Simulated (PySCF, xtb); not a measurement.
Re(O)3(Me) (CH3O3Re), SMILES [CH3][Re](=[O])(=[O])=[O], multiplicity 1.

Harmonic wavenumbers (cm⁻¹) from xtb with GFN2-xTB at its own minimum, in rising order: 109, 169, 170, 215, 245, 246, 441, 802, 803, 875, 938, 939, 1257, 1411, 1411, 2991, 3008, 3011.

Task: What does PySCF with PBE-D3(BJ)/def2-SVP give at its own minimum? (An estimate is asked for; the answer gives what the named calculation found.)

Result: 189, 205, 205, 258, 318, 318, 566, 707, 707, 971, 971, 994, 1178, 1351, 1351, 2972, 3089, 3089. Paired by order, the mean absolute difference is 68 cm⁻¹ and the zero-point energies are 27.2 and 27.8 kcal/mol.
